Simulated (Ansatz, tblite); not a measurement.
Breaking a bond: SMILES C[O][Ge]([O]C)([O]C)[O]C. The O1–C18 bond (O1 also carries Ge; C18 carries H, H, H) is pulled apart rigidly from the PBE0/def2-SVP optimised geometry.

- RKS-PBE = restricted PBE/def2-SVP in Ansatz (a first-principles code)
- UKS-PBE0 = unrestricted PBE0/def2-SVP run with Ansatz
- UKS-PBE = unrestricted PBE/def2-SVP (Ansatz)
- GFN2-xTB, 300 K electronic temperature (tblite)

Energies are in kJ/mol, each relative to the lowest point of its own curve near equilibrium.

```
R / Å  RKS-PBE  UKS-PBE0  UKS-PBE  GFN2-xTB
-----  -------  --------  -------  --------
1.15     213.8     203.7    213.8     185.0
1.22     100.7      92.5    100.7      86.2
1.33      16.4      12.6     16.4      13.3
1.38       3.0       1.5      3.0       ___
1.41       0.0       0.0      0.0       0.0
1.44       0.2       ___      0.2       ___
1.50       7.9       ___      7.9       ___
1.58      29.0       ___     29.0      31.7
1.71      78.0      95.0     78.0      83.8
1.87     146.9     173.4    146.9     160.0
2.06     226.3     263.8    226.3     250.8
2.32     318.2     361.2    318.2     355.6
2.60     392.7     410.4    383.8     435.3
2.98     460.2     438.0    423.2     496.3
3.45     507.5     449.5    442.9     527.7
4.05     536.8     453.5    452.0     539.7
```

Q: Some entries are withheld; supply them.

A: 
- 1.38, GFN2-xTB: 2.1
- 1.44, UKS-PBE0: 1.7
- 1.44, GFN2-xTB: 0.8
- 1.50, UKS-PBE0: 12.7
- 1.50, GFN2-xTB: 9.4
- 1.58, UKS-PBE0: 38.4

The restricted form behind RKS-PBE keeps the bonding electrons paired and can't separate into open-shell fragments. The unrestricted determinant behind UKS-PBE0 is spin-contaminated at 2.32 to 4.05 Å (<S²> up to 1.0, against 0.00 for a pure singlet). The unrestricted determinant behind UKS-PBE is spin-contaminated at 2.60 to 4.05 Å (<S²> up to 0.9, against 0.00 for a pure singlet).
